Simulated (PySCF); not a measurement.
Copper: a sound run and one with changed settings

Sound run: Cu [Ar] 3d10 4s1, Cu⁺ [Ar] 3d10. All numbers are calculated (PySCF 2.14, scalar relativity by spin-free X2C-1e, in x2c-SVPall (5s3p3d1f, 36 functions)). In the sound run the correlated levels freeze [Ar]. The sound run starts from symmetry-adapted Hartree-Fock orbitals and uses a fine grid where one is needed.

Changed run: a valence shell is frozen. This setting is unsound on purpose.

Ionisation energy of Cu:

```json
{"method": "UHF", "sound run (eV)": "6.561", "changed run (eV)": "6.561"}
{"method": "MP2", "sound run (eV)": "7.149", "changed run (eV)": "6.561"}
{"method": "SCS-MP2", "sound run (eV)": "7.070", "changed run (eV)": "6.561"}
{"method": "CCSD", "sound run (eV)": "7.080", "changed run (eV)": "6.561"}
{"method": "CCSD(T)", "sound run (eV)": "7.185", "changed run (eV)": "6.561"}
{"method": "CCSDT", "sound run (eV)": "n/a", "changed run (eV)": "6.561"}
{"method": "FCI", "sound run (eV)": "n/a", "changed run (eV)": "6.561"}
```

Freezing a valence shell removes pair correlation that changes on ionisation.

For comparison, NIST gives 7.726 eV between the lowest levels.
